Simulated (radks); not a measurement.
Species: N3-. Configuration: [Ne].

Method: non-relativistic Kohn-Sham, r2SCAN, spin-polarised, spherical densities, point nucleus; meta-GGA in the generalised Kohn-Sham scheme; Watson sphere of charge +3 and radius 2.89 bohr; computed with a radial shooting solver on a logarithmic mesh with Libxc functionals.

Energy parts (hartree; the electron-nucleus part includes the sphere):
total: -63.68621
kinetic: 54.61460
electron-nucleus: -146.62493
Hartree: 35.78557
exchange-correlation: -7.46145

Orbitals (lengths in bohr, moments of r in powers of bohr; r(max) is where P^2 peaks):
orbital	occ.	eigenvalue (hartree)	r(max)
1s	2	-14.08167	0.1484
2s	2	-0.59501	1.050
2p	6	-0.19162	1.137

The highest occupied level is 2p at -5.214 eV. The density falls to 0.001 e/bohr^3 at r = 4.64 bohr.
